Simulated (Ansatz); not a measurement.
Wavefunction ladder for `[NH2][Ge][NH2]`

Z-matrix (Å, degrees):
```
N
Ge 1 1.827
H 1 1.008 2 126.9
H 1 1.006 2 120.9 3 -179.7
N 2 1.827 1 97.3 3 -0.1
H 5 1.006 2 120.9 1 179.7
H 5 1.008 2 126.9 1 -0.1
```

Total charge 0; spin multiplicity 1. Correlated methods include outer-core shells of Ge, which these sets cover unevenly. Scalar relativity is left out up to krypton. The structure was optimised at the PBE0-D4/def2-TZVP level. It is one conformer, not always the lowest. Frozen core, restricted reference, Ansatz.

```csv
basis,HF (Eh),MP2 corr.
def2-SVP,-2186.27071,-0.55900
def2-TZVPP,-2186.67624,-0.66846
def2-QZVPP,-2186.72425,-0.96452
```

Problem. Estimate the CCSD correlation energy and the (T) correction in each basis where they were run (hartree).

Solution. 
```tsv
basis	CCSD corr.	(T)
def2-SVP	-0.57753	-0.01708
def2-TZVPP	-0.68212	-0.02741
```
